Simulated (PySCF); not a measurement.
All values below come from B3LYP-D3(BJ)/def2-TZVP // PBE0-D4/def2-TZVP (PySCF). All species are isolated molecules in the gas phase. One relaxed conformer stands for a flexible species; it need not be the lowest. B3LYP has the VWN-RPA correlation part, as in Gaussian. Excitations are Tamm–Dancoff values on a coarser integration grid. The basis has no diffuse functions, so Rydberg states are missing or too high.

Reference species (SMILES): `B=NBN` (neutral, multiplicity 1).

```json
{
 "S1 oscillator strength": "0.001",
 "T1 excitation (TDA)": "5.16 eV",
 "LUMO": "-0.51 eV",
 "HOMO–LUMO gap": "7.02 eV"
}
```

Changed species: `N=BBN`.

**Question.** Give the shifts of the S1 oscillator strength, T1 excitation (TDA), LUMO and HOMO–LUMO gap.

**Answer.** the S1 oscillator strength is nearly the same; the T1 excitation (TDA) decreases by 0.37 eV, to 4.79 eV; the LUMO decreases by 0.56 eV, to -1.07 eV; the HOMO–LUMO gap decreases by 0.31 eV, to 6.71 eV.
